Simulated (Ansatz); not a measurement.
Reaction (formal exchange of groups at the Si–N bond): `N[SiH](N)N` + `NCS` → `N[SiH](N)S` + `NCN`

Computed with Ansatz on PBE0-D4/def2-TZVP structures; ΔE is electronic, products minus reactants. CBS: MP2 limit from def2 TZ/QZ plus the TZ coupled-cluster correction, frozen cores. DFT in def2-TZVPP. HSE06 is defined as in plane-wave codes. One conformer a species, not always the lowest.

`N[SiH](N)N`:

Cartesian coordinates in Å:
```
N 0.743 0.700 -1.211
Si 0.243 -0.296 0.088
N 0.280 0.748 1.448
N -1.195 -1.035 -0.487
H 0.687 0.360 -2.156
H 1.503 1.347 -1.085
H 1.086 -1.451 0.510
H 0.336 0.366 2.378
H -0.202 1.633 1.441
H -1.527 -1.888 -0.068
H -1.953 -0.484 -0.857
```

`NCS`:

Cartesian coordinates in Å:
```
N 1.116 -0.155 0.165
C -0.163 0.473 -0.073
S -1.154 -0.404 -1.308
H 1.670 0.402 0.805
H 0.998 -1.073 0.575
H 0.008 1.461 -0.505
H -0.795 0.611 0.813
H -1.679 -1.314 -0.472
```

`N[SiH](N)S`:

Z-matrix (Å, degrees):
```
Si
N 1 1.703
S 1 2.151 2 102.0
N 1 1.707 2 106.3 3 126.2
H 1 1.489 2 119.7 3 -116.4
H 2 1.006 1 121.4 3 39.3
H 2 1.006 1 120.4 3 -168.6
H 3 1.343 1 94.0 2 -152.6
H 4 1.008 1 120.3 2 -57.7
H 4 1.007 1 119.4 2 157.8
```

`NCN`:

```xyz
9

N     0.902   -0.248   -0.960
C     0.193    0.474    0.063
N    -0.716   -0.358    0.844
H     1.293   -1.096   -0.565
H     0.275   -0.528   -1.705
H    -0.301    1.326   -0.425
H     0.924    0.890    0.763
H    -1.026    0.129    1.677
H    -1.544   -0.589    0.308
```

```tsv
level	ΔE (kJ/mol)	difference from CCSD(T)/CBS
PBE-D4	-4.7	-9.2
r2SCAN-D4	-0.5	-5.0
HSE06-D4	-3.7	-8.2
BHLYP-D4	3.1	-1.4
ωB97X-V	0.8	-3.7
ωB97M-V	3.3	-1.2
revPBE	-5.2	-9.7
BLYP	2.3	-2.2
r2SCAN	-0.4	-4.9
r2SCAN0	0.2	-4.3
HSE06	-3.3	-7.8
CAM-B3LYP	4.9	0.4
SCS-MP2/def2-TZVPP	5.2	0.7
MP2/def2-QZVPP	5.8	1.3
SCS-MP2/def2-QZVPP	6.5	2.0
HF/CBS(def2)	5.4	0.9
CCSD(T)/CBS	4.5	0
```

(1) What do rigid-rotor, harmonic-oscillator terms from PBE0-D4/def2-TZVP frequencies (298.15 K, 1 bar) make of the CCSD(T)/CBS value? (Best estimate.)

Largest T1 diagnostic among the species: 0.010.

Results:

(1) The calculation gave: ΔZPE = +4.9 kJ/mol, ΔH = +8.8 kJ/mol, ΔS = -4 J/(mol·K), ΔG = +10.1 kJ/mol.

Leaving LDA and LC-ωPBE aside and taking each functional with its dispersion term where it has one, the values, not all of them listed here, spread over 9.1 kJ/mol, from PBE-D4 to CAM-B3LYP-D4. At CCSD(T), def2-SVP lies −19.1 kJ/mol from the extrapolated value and def2-TZVPP −1.6 kJ/mol.
